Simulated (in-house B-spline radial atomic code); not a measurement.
Configurations of Sm, with energies counted from [Xe] 4f6 6s2. Method: Dirac-Hartree-Fock, average of configuration, Fermi nucleus of rms radius 5.0819 fm. Calculated with an all-electron radial atomic-structure program (B-spline basis). Energies include first-order Breit, QED and recoil terms.

Occupations are held fixed; configurations that lie above the ionisation limit could autoionise.

| configuration | E - E(ref) (eV) | highest orbital | its <r> (bohr) |
| --- | --- | --- | --- |
| [Xe] 4f5 6s2 8s1 | 4.337 | 8s1/2 | 20.06 |
| [Xe] 4f6 6s1 7g1 | 4.4045 | 7g9/2 | 63.49 |
| [Xe] 4f5 6s2 10s1 | 4.9432 | 10s1/2 | 48.02 |
| [Xe] 4f5 6s2 10p1 | 5.0078 | 10p3/2 | 55.89 |
| [Kr] 4d9 4f6 5s2 5p6 6s2 8s1 | 138.21 | 8s1/2 | 20.04 |
| [Kr] 4d9 4f6 5s2 5p6 6s2 10s1 | 138.82 | 10s1/2 | 47.98 |
| [Kr] 4d9 4f6 5s2 5p6 6s2 6g1 | 138.87 | 6g9/2 | 43.99 |

Question: Order these further configurations by energy, lowest first.
A. [Xe] 4f5 5g1 6s2
B. [Xe] 4f7 6s1
C. [Xe] 4f6 6s1 8p1
D. [Kr] 4d10 4f6 5s2 5p5 5g1 6s2
E. [Kr] 4d10 4f6 5s2 5p5 6s2 10s1

Answer: C (3.9223 eV), A (4.8255 eV), B (7.2952 eV), D (26.697 eV), E (26.816 eV).

Question: How far above the reference does [Xe] 4f5 6s2 10d1 lie?

Answer: 5.1078 eV; its least bound orbital is 10d5/2 with <r> = 75.15 bohr.

Question: How far above the reference does [Kr] 4d9 4f6 5s2 5p6 5g1 6s2 lie?

Answer: 138.7 eV; its least bound orbital is 5g9/2 with <r> = 27.49 bohr.

Question: How far above the reference does [Kr] 4d10 4f6 5s2 5p5 6s2 10d1 lie?

Answer: 26.981 eV; its least bound orbital is 10d5/2 with <r> = 75.64 bohr.
